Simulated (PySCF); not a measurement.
# Zinc: a sound run and one with changed settings

Sound run: Zn [Ar] 3d10 4s2, Zn⁺ [Ar] 3d10 4s1. Calculation: PySCF 2.14, in jorge-DZP-DKH; the spin-free X2C one-electron Hamiltonian (Gaussian nucleus). In the sound run the correlated levels freeze [Ar]. The sound run starts from symmetry-adapted Hartree-Fock orbitals and uses a fine grid where one is needed.

Changed run: the non-relativistic Hamiltonian (point nucleus). This setting is unsound on purpose.

```csv
species,method,sound run (hartree),changed run (hartree),converged
Zn,UHF,-1794.07393,-1772.74001,yes
Zn,LDA,-1792.71522,-1771.49757,yes
Zn,MN15,-1796.97121,-1775.57081,yes
Zn,MP2,-1794.38211,-1773.04352,yes
Zn,CCSD(T),-1794.37869,-1773.04115,yes
Zn⁺,UHF,-1793.79142,-1772.46398,yes
Zn⁺,LDA,-1792.36419,-1771.15531,yes
Zn⁺,MN15,-1796.63597,-1775.24312,yes
Zn⁺,MP2,-1794.06687,-1772.73575,yes
Zn⁺,CCSD(T),-1794.05291,-1772.72248,yes
```

Ionisation energy of Zn:

```
 method  sound run (eV)  changed run (eV)
    UHF           7.688             7.511
    LDA           9.552             9.313
   MN15           9.122             8.917
    MP2           8.578             8.375
SCS-MP2           8.633             8.433
   CCSD           8.807             8.616
CCSD(T)           8.865             8.671
```

Most of the change in total energy is the relativistic energy itself. On top of that the contraction fixes the core shape for the Hamiltonian it was made with, so the changed run is not a good calculation with the other Hamiltonian either.

For comparison, NIST gives 9.394 eV between the lowest levels.
